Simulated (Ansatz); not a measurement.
Cost and result for the atomization energy of C3H10Si2, SMILES `C[SiH2]/C=C/[SiH3]` (15 atoms, 14 bonds).

```csv
atom,x (Å),y (Å),z (Å)
C1,-0.4891,-1.1633,-2.4758
Si2,-0.4193,-1.5012,-0.6369
C3,-0.3804,0.0862,0.3444
C4,0.6315,0.4432,1.1434
Si5,0.6735,2.0355,2.1092
H6,0.3877,-0.5982,-2.7995
H7,-1.3800,-0.5843,-2.7309
H8,-0.5220,-2.0980,-3.0406
H9,-1.6150,-2.2989,-0.2402
H10,0.8050,-2.2750,-0.2886
H11,-1.2283,0.7687,0.2559
H12,1.4796,-0.2375,1.2355
H13,0.7813,1.7665,3.5692
H14,-0.5744,2.7968,1.8375
H15,1.8499,2.8596,1.7175
```

Charge 0, multiplicity 1. Geometry: relaxed with PBE0-D4/def2-TZVP. It is one conformer, not always the lowest. Program: Ansatz. All runs use 4 threads of a server CPU on a shared host. Times are those of one run each, without the atoms' runs, and a repeat can differ threefold. Electronic energies, without spin–orbit coupling; frozen cores. CCSD(T)/CBS adds CCSD(T) − MP2 in def2-TZVPP to the MP2 limit, and its time is that of the two runs behind it. T1 = 0.011. B3LYP takes the VWN-RPA correlation (the form of Gaussian; ORCA's B3LYP/G). HSE06 is the plane-wave form, built on full-range PBE exchange.

CCSD(T)/CBS is a level of theory with its own doubt, some kJ/mol a heavy atom from the limit and from the frozen cores, so smaller differences don't rank the functionals.

```tsv
level	functions	wall time
revPBE-D4/def2-TZVPP	317	3.5 s
PBE-D4/def2-TZVPP (with forces)	317	3.5 s
HSE06-D4/def2-TZVPP	317	4.9 s
r2SCAN-D4/def2-TZVPP (with forces)	317	6 s
CCSD(T)/def2-SVP	128	7 s
B2PLYP/def2-TZVPP	317	7.5 s
PBE-QIDH/def2-TZVPP	317	8 s
B3LYP-D4/def2-TZVPP (with forces)	317	9 s
ωB97X-V/def2-TZVPP	317	9 s
ωB97M-V/def2-TZVPP (with forces)	317	14 s
MP2/def2-QZVPP	611	51 s
CCSD(T)/def2-TZVPP	317	9.2 min
CCSD(T)/CBS(def2)	–	10 min
```

(1) What atomization energy does each give, and how far from CCSD(T)/CBS? (Estimate.)

Results:

(1) Computed: 
| level | atomization (kcal/mol) | difference from CCSD(T)/CBS | per bond |
| --- | --- | --- | --- |
| revPBE-D4/def2-TZVPP | 1274.0 | -14.8 | -1.1 |
| PBE-D4/def2-TZVPP (with forces) | 1295.5 | 6.7 | 0.5 |
| HSE06-D4/def2-TZVPP | 1287.0 | -1.8 | -0.1 |
| r2SCAN-D4/def2-TZVPP (with forces) | 1289.6 | 0.8 | 0.1 |
| CCSD(T)/def2-SVP | 1223.9 | -64.9 | -4.6 |
| B2PLYP/def2-TZVPP | 1274.7 | -14.1 | -1.0 |
| PBE-QIDH/def2-TZVPP | 1280.4 | -8.4 | -0.6 |
| B3LYP-D4/def2-TZVPP (with forces) | 1289.9 | 1.1 | 0.1 |
| ωB97X-V/def2-TZVPP | 1293.0 | 4.2 | 0.3 |
| ωB97M-V/def2-TZVPP (with forces) | 1291.1 | 2.3 | 0.2 |
| MP2/def2-QZVPP | 1280.6 | -8.2 | -0.6 |
| CCSD(T)/def2-TZVPP | 1259.7 | -29.1 | -2.1 |
| CCSD(T)/CBS(def2) | 1288.8 | 0.0 | 0.0 |

The D4 term adds +12.1 kcal/mol with B3LYP and +6.4 kcal/mol with PBE0; it sums over pairs of atoms, weighted by their polarisabilities, and B3LYP, whose exchange is more repulsive, gets the larger term. At CCSD(T), def2-SVP lies −64.8 kcal/mol from the extrapolated value and def2-TZVPP −29.0 kcal/mol: correlation converges slowly with the basis, and small sets miss more of it in the bonded molecule than in its fragments. Leaving LDA and LC-ωPBE aside and taking each functional with its dispersion term where it has one, the values, not all of them listed here, spread over 26.5 kcal/mol, from BHLYP-D4 to PBE-D4. LDA lies +148.2 kcal/mol from PBE without D4, its usual overbinding.
